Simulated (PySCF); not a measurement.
# First hyperpolarisability: `COC(=O)/C=C\C=C/[O-]`, [C$_{6}$H$_{7}$O$_{3}$]-, charge -1

Geometry:
```tsv
atom	x (Å)	y (Å)	z (Å)
C1	-3.341	-0.087	0.194
O2	-2.226	0.719	-0.040
C3	-1.003	0.103	0.208
O4	-0.994	-1.057	0.594
C5	0.084	0.990	-0.047
C6	1.429	0.665	0.112
C7	2.040	-0.514	0.529
C8	3.460	-0.612	0.617
O9	4.308	0.247	0.365
H10	-3.372	-0.465	1.231
H11	-3.363	-0.972	-0.467
H12	-4.230	0.533	0.001
H13	-0.187	1.991	-0.391
H14	2.147	1.462	-0.128
H15	1.432	-1.381	0.795
H16	3.811	-1.628	0.970
```

Total charge -1.

Computed with quadratic response CAM-B3LYP/aug-cc-pVDZ first hyperpolarisability, Taylor convention, gas phase (PySCF 2.14.0). Geometry: PBE0-D3(BJ)/def2-SVP.

For a gas-phase anion, states above the detachment energy (about 2.2 eV, taken as minus the energy of the highest occupied orbital) lie in the continuum and depend on the basis.

Problem. What is the first hyperpolarisability, and how does it disperse?

Solution. In au, Taylor convention; the vector part is βᵢ = ⅓ Σⱼ (βᵢⱼⱼ + βⱼᵢⱼ + βⱼⱼᵢ):
```
                   process  λ (nm)  β vector norm  β HRS  depolarisation ratio
           static β(0;0,0)       ∞          588.4  276.4                  3.57
second harmonic β(−2ω;ω,ω)    1907          665.9  309.5                  3.66
         Pockels β(−ω;ω,0)    1907          612.4      –                     –
second harmonic β(−2ω;ω,ω)    1064          918.9  419.3                  3.74
         Pockels β(−ω;ω,0)    1064          672.0      –                     –
```

Problem. Which lowest excitations and polarisabilities go with it?

Solution. S1 3.35 eV (f = 0.002); S2 3.65 eV (f = 0.002); S3 3.66 eV (f = 0.008); isotropic α 119.4 au static, 120.6 au at 1907 nm, 123.7 au at 1064 nm, 124.9 au at 953.5 nm, 143.5 au at 532 nm.
